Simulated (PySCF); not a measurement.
# SiBr from Hartree–Fock to correlated methods

State: ²Π (doublet), unpaired electrons π ↑. Set-up: basis Si pcseg-1, Br pcseg-1; no relativity; PySCF 2.14. De refers to Si + Br in their high-spin ground configurations, without counterpoise correction. The functionals are run spin-unrestricted. A positive dipole means Si(−)Br(+).

```csv
Level,Re (Å),ωe (cm⁻¹),De (eV),μ (D)
UHF,2.274,408,2.47,-1.61
UHF-MP2,2.265,416,3.50,n/a
UHF-SCS-MP2,2.272,410,3.38,n/a
UHF-CCSD,2.272,411,3.32,n/a
UHF-CCSD(T),2.274,409,3.41,n/a
PBE,2.274,400,3.96,-0.74
PW91,2.273,400,3.99,-0.75
r²SCAN,2.261,410,3.88,-0.83
M06-L,2.255,410,3.78,-0.82
PBE0,2.255,416,3.80,-0.94
HSE06,2.259,412,3.81,-0.96
BHandHLYP,2.260,412,3.51,-1.23
```

The bond length runs from 2.255 Å (M06-L) to 2.274 Å (UHF). De spans 2.47 eV (UHF, mean field) to 3.99 eV (PW91, GGA). Correlation at CCSD(T) changes the Hartree–Fock bond energy by +0.94 eV; the triples alone change it by +0.09 eV.

Correlated steps freeze 14 core orbitals. Correlated levels converge slowly with the basis: in double zeta they bind strong bonds too weakly, by up to about 1 eV, and carry superposition errors of some tenths. Spin–orbit coupling is left out. The state is the lowest determinant that a PBE0 search found; another state may lie lower at other levels.
